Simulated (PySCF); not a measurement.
**Arsenic: a sound run and one with changed settings**

Sound run: As [Ar] 3d10 4s2 4p3, As⁺ [Ar] 3d10 4s2 4p2. Calculation: PySCF 2.14, in cc-pVDZ-DK; the spin-free X2C one-electron Hamiltonian (Gaussian nucleus). The sound run starts from symmetry-adapted Hartree-Fock orbitals and uses a fine grid where one is needed.

Changed run: radial step 0.8 in ln r (0.13 in the sound run). This setting is unsound on purpose.

| species | method | sound run (hartree) | changed run (hartree) | converged |
| --- | --- | --- | --- | --- |
| As | UHF | -2258.91690 | -2258.91690 | yes |
| As | LDA | -2257.16302 | -2256.90027 | yes |
| As | M06-2X | -2260.70707 | -2261.06815 | yes |
| As⁺ | UHF | -2258.57056 | -2258.57056 | yes |
| As⁺ | LDA | -2256.79563 | -2256.52715 | yes |
| As⁺ | M06-2X | -2260.34711 | -2260.72011 | yes |

Ionisation energy of As:

| method | sound run (eV) | changed run (eV) |
| --- | --- | --- |
| UHF | 9.425 | 9.425 |
| LDA | 9.997 | 10.153 |
| M06-2X | 9.795 | 9.471 |

A coarse radial grid mis-integrates the density and the exchange-correlation energy, with errors of either sign; Hartree-Fock needs no grid.

For comparison, NIST gives 9.789 eV between the lowest levels.
